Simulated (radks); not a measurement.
Values are calculated unless marked as measured or tabulated.
Tb32+, 33 electrons, occupied as [Ar] 3d10 4s2 4p3.

Code: a radial shooting solver on a logarithmic mesh with Libxc functionals. Model: Dirac Kohn-Sham, exchange-only PBE, spin-unpolarised, spherical densities, finite nucleus; open shells fill j = l - 1/2 first; Fermi nuclear charge, rms radius 5.06 fm.

Energy parts (Ry):
part                   energy
total             -22322.4634
kinetic            24519.8507
electron-nucleus  -51772.1294
Hartree             5348.7647
exchange            -418.9493

Orbitals (lengths in bohr, moments of r in powers of bohr; <r^-3> diverges for s and p1/2; r(max) is where P^2 peaks; r(90%) holds 90 % of the orbital's charge):
orbital	occ.	eigenvalue (Ry)	r(90%)	<r^4>	r(max)	<r^-3>
1s1/2	2	-3898.086	0.0389	1.063e-06	0.01364	-
2s1/2	2	-720.9142	0.141	0.0001664	0.07762	-
2p1/2	2	-689.9317	0.125	0.0001026	0.05855	-
2p3/2	4	-634.9202	0.134	0.0001358	0.06446	10470
3s1/2	2	-225.9658	0.346	0.006075	0.2185	-
3p1/2	2	-212.6357	0.338	0.005445	0.2057	-
3p3/2	4	-200.9270	0.355	0.006648	0.2178	2310
3d3/2	4	-178.3019	0.325	0.004618	0.1721	391.8
3d5/2	6	-175.7124	0.330	0.004909	0.1755	347.2
4s1/2	2	-103.0612	0.684	0.09563	0.4737	-
4p1/2	2	-97.53749	0.689	0.09776	0.4713	-
4p3/2	1	-93.95556	0.714	0.1130	0.4911	720.0

The highest occupied level is 4p3/2 at -1278.3 eV. The density falls to 0.001 e/bohr^3 at r = 1.18 bohr. Summed over all electrons, <r^2> = 2.435 bohr^2, which gives a Langevin (diamagnetic) susceptibility term of -1.93 x 10^-6 cm^3/mol. For comparison, the ionisation energy in NIST's Atomic Spectra Database is 1301 eV (theoretical). In exact Kohn-Sham theory the highest level is minus the ionisation energy, but local and semilocal functionals leave it too shallow, through self-interaction and a potential that decays too fast; potentials with the right tail come closer. The electron density at the nucleus is 6.881e+05 e/bohr^3.

Beside tabulated values, note that spin-unpolarised runs miss the spin-polarisation part of the exchange energy of open shells.
